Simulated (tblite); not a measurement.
C4H7N3S.
Z-matrix (Å and degrees, GFN2-xTB geometry), rows numbered from 1:
```
C 
S   1  1.8132
C   2  1.7365  1   99.28
N   3  1.3265  2  124.06  1     0.15
N   4  1.3218  3  103.99  2  -179.97
N   5  1.3165  4  115.15  3    -0.01
C   6  1.3212  5  105.31  4     0.01
C   7  1.4801  3  128.35  2    -0.05
H   1  1.0851  2  109.00  3   -60.32
H   1  1.0851  2  109.04  3    60.10
H   1  1.0850  2  106.74  3   179.88
H   5  1.0073  4  122.21  3  -179.96
H   8  1.0857  7  109.61  3   179.75
H   8  1.0891  7  110.04  3    59.11
H   8  1.0891  7  110.03  3   -59.61
```

Method: GFN2-xTB as coded in tblite; computed harmonic values from a numerical Hessian at the method's own geometry, unscaled. Errors from tens to a few hundred cm⁻¹ against measured bands are possible. One conformer, not necessarily the lowest.

Harmonic wavenumbers (cm⁻¹): 44.3, 65.0, 108.7, 139.0, 218.1, 219.0, 290.5, 395.9, 488.3, 504.2, 654.6, 665.5, 711.8, 736.1, 946.5, 952.5, 962.4, 1011.4, 1037.7, 1090.5, 1134.4, 1187.8, 1314.2, 1347.9, 1355.9, 1393.2, 1431.9, 1434.7, 1444.0, 1458.7, 1465.2, 1548.1, 3009.3, 3022.1, 3043.2, 3047.8, 3063.2, 3063.7, 3461.9.

A = 3033, B = 1450, C = 993.3 MHz; mass 129.036 u (most abundant isotopes); point group Cs, symmetry number 1.

Task: Zero-point energy?

Result: ½Σν̃ = 24735 cm⁻¹ = 70.72 kcal/mol.

Task: Give the ideal-gas entropy at 200 K and 1 bar in the rigid-rotor, harmonic-oscillator model (classical rotation).

Result: Translation 38.52, rotation 27.50, vibration 17.21: S = 83.2 cal/(mol K).

Task: And Cp and H(200 K) − H(0)?

Result: Cp = 24.81 cal/(mol K), of which vibrations give 16.86 (their classical limit is 39 R = 77.5); H(200 K) − H(0) = 3.40 kcal/mol without the zero-point energy, 1.81 from vibrations.

Task: Which modes carry the vibrational entropy at 200 K?

Result: 44.3 cm⁻¹: 4.27; 65.0 cm⁻¹: 3.52; 108.7 cm⁻¹: 2.53; 139.0 cm⁻¹: 2.07; 218.1 cm⁻¹: 1.28; 219.0 cm⁻¹: 1.28 cal/(mol K); the other 33 give 2.27 together.

Task: How do the functions run with temperature in this model?

Result: 
| T (K) | S (cal/(mol K)) | Cp (cal/(mol K)) | H − H(0) (kcal/mol) | G − H(0) (kcal/mol) | ln q(vib) |
| --- | --- | --- | --- | --- | --- |
| 50 | 58.3 | 13.0 | 0.50 | -2.41 | 0.56 |
| 100 | 68.8 | 17.6 | 1.28 | -5.60 | 1.74 |
| 298.15 | 94.5 | 32.2 | 6.20 | -21.98 | 6.28 |
| 373.15 | 102.3 | 37.9 | 8.83 | -29.36 | 7.88 |
| 500 | 114.7 | 46.4 | 14.19 | -43.14 | 10.53 |
| 750 | 135.9 | 58.1 | 27.37 | -74.53 | 15.50 |
| 1000 | 153.7 | 65.6 | 42.89 | -110.79 | 20.09 |

q(vib) and H(0) count from the zero-point level.

Task: What must be added to the electronic energy to get the Gibbs energy at 200 K and 1 bar?

Result: ZPE + [H(200 K) − H(0)] − T·S = 70.72 + 3.40 − 16.65 = 57.47 kcal/mol.

Task: Blend soft modes into free rotors: weight 1/[1 + (100 cm⁻¹/ν̃)⁴] for the oscillator and the rest for a rotor with moment μB/(μ + B), μ = h/(8π²ν), B = 10⁻⁴⁴ kg m². What vibrational entropy results?

Result: 15.71 cal/(mol K) in place of 17.21, which changes −T·S at 200 K by +0.30 kcal/mol.

Hindered rotation and anharmonicity are outside this model. Other conformers, if any are populated, would add a mixing term that is left out.
